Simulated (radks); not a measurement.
The numbers below are computed, except where a source is named.
All-electron atom: S10+ in [He] 2s2 2p1 6f1 (not the ground configuration).

Level of theory: scalar-relativistic Kohn-Sham, PBE, spin-polarised, spherical densities, point nucleus; open shells are filled with parallel spins first (a radial shooting solver on a logarithmic mesh with Libxc functionals).

Energy parts (hartree):
| part | energy |
|---|---|
| total | -319.15189 |
| kinetic | 320.93776 |
| electron-nucleus | -675.59065 |
| Hartree | 49.99371 |
| exchange-correlation | -14.49272 |

Orbitals (lengths in bohr, moments of r in powers of bohr):
orbital  occ.  eigenvalue (hartree)    <r^2>      <r^4>
1s up       1             -105.5454  0.01247  0.0003987
1s down     1             -105.4178  0.01244  0.0003965
2s up       1             -20.74954   0.2073    0.07219
2s down     1             -20.48707   0.2093    0.07371
2p up       1             -19.35278   0.1634    0.05149
2p down     0             -19.05335   0.1655    0.05294
6f up       1              -1.65514    20.67      574.4

The highest occupied level is 6f up at -45.039 eV. The configuration is held as typed, so some empty levels lie below it. The density falls to 0.001 e/bohr^3 at r = 5.15 bohr. Spin moment in Bohr magnetons: 2.
